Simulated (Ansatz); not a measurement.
Z-matrix (Å, degrees):
```
C
C 1 1.522
N 1 1.464 2 112.2
C 1 1.522 2 111.7 3 -126.9
H 1 1.093 2 107.7 3 115.0
H 2 1.093 1 112.0 3 65.4
H 2 1.092 1 110.7 3 -55.5
H 2 1.092 1 110.1 3 -175.3
C 3 1.471 1 116.2 2 -63.1
B 3 1.385 1 121.4 2 116.8
H 4 1.092 1 110.1 2 -57.8
H 4 1.093 1 112.0 2 61.5
H 4 1.092 1 110.7 2 -177.5
C 9 1.521 3 111.5 1 116.9
C 9 1.521 3 111.5 1 -117.6
H 9 1.094 3 106.9 1 -0.3
H 10 1.198 3 119.0 1 0.0
H 10 1.198 3 120.1 1 -180.0
H 14 1.092 9 110.5 3 63.7
H 14 1.092 9 110.9 3 -56.3
H 14 1.093 9 110.5 3 -176.5
H 15 1.093 9 110.5 3 176.4
H 15 1.092 9 110.5 3 -63.8
H 15 1.092 9 110.9 3 56.2
```

Total charge 0; spin multiplicity 1.

Task: List the PBE/def2-TZVPP orbital energies in eV (the Gaussian-basis code of Ansatz). (Best estimate.)

Result: Ansatz gave: Occupied: -380.69, -269.90, -269.89, -268.73, -268.73, -268.59, -268.59, -175.95, -22.97, -19.73, -18.37, -17.15, -16.88, -15.07, -14.24, -12.43, -11.85, -10.88, -10.77, -10.62, -10.08, -9.99, -9.39, -9.31, -9.09, -8.96, -8.69, -8.26, -8.04, -7.75, -7.14, -6.02. Lowest empty: -0.69, 0.18, 0.96, 1.15, 1.22, 1.59, 1.89, 1.95.
